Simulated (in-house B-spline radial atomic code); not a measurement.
The numbers below are computed, except where a source is named.
## Weak and strong correlation along the adiabatic connection

Two-electron singlets in several external potentials (atomic units), by full CI in B-splines with partial waves to l = 8 (correlation energies up to 0.6 % small). The repulsion is scaled by λ at fixed density; W(λ) is the mean repulsion less the Hartree energy, W(0) = E_x, and the area under W from 0 to 1 is E_xc.

Relative drop (W(λ) − E_x)/E_x:

| system | λ = 0.12 | λ = 0.25 | λ = 0.4 | λ = 0.6 | λ = 0.8 | λ = 1 |
| --- | --- | --- | --- | --- | --- | --- |
| −Z exp(−kr)/r, Z = 3.59, k = 1.11 | 0.0063 | 0.0128 | 0.0202 | 0.0295 | 0.0384 | 0.0470 |
| −Z/r, Z = 6.06, wall at 0.6 bohr | 0.0026 | 0.0055 | 0.0086 | 0.0128 | 0.0169 | 0.0209 |
| ω²r²/2 − Z/r, ω = 0.467, Z = 0.7 | 0.0172 | 0.0342 | 0.0520 | 0.0731 | 0.0917 | 0.1081 |
| −V exp(−r²/w²), V = 5.93, w = 11.7 | 0.0299 | 0.0577 | 0.0849 | 0.1148 | 0.1391 | 0.1592 |
| −Z exp(−kr)/r, Z = 2.16, k = 0.015 | 0.0100 | 0.0203 | 0.0316 | 0.0456 | 0.0586 | 0.0707 |
| ω²r²/2 − Z/r, ω = 0.0443, Z = 0.7 | 0.0425 | 0.0800 | 0.1150 | 0.1514 | 0.1795 | 0.2017 |
| −Z exp(−kr)/r, Z = 1.68, k = 0.122 | 0.0140 | 0.0282 | 0.0434 | 0.0619 | 0.0785 | 0.0937 |

Problem. Order the systems by how far second-order (GL2) theory, half the initial slope (estimated from the first points of each curve), overshoots the correlation energy, least first.
A. ω²r²/2 − Z/r, ω = 0.0443, Z = 0.7
B. −Z exp(−kr)/r, Z = 3.59, k = 1.11
C. −Z exp(−kr)/r, Z = 1.68, k = 0.122
D. −Z/r, Z = 6.06, wall at 0.6 bohr
E. ω²r²/2 − Z/r, ω = 0.467, Z = 0.7
F. −Z exp(−kr)/r, Z = 2.16, k = 0.015
G. −V exp(−r²/w²), V = 5.93, w = 11.7

Solution. D (GL2/E_c = 1.04), B (GL2/E_c = 1.08), F (GL2/E_c = 1.14), C (GL2/E_c = 1.19), E (GL2/E_c = 1.25), G (GL2/E_c = 1.43), A (GL2/E_c = 1.58).

Problem. What else changes along this order?

Solution. The ratio follows the bend of the curve. With it the leading natural occupation goes from 1.999 to 1.865 and −T_c/E_c from 0.96 to 0.63 between the first and the last.
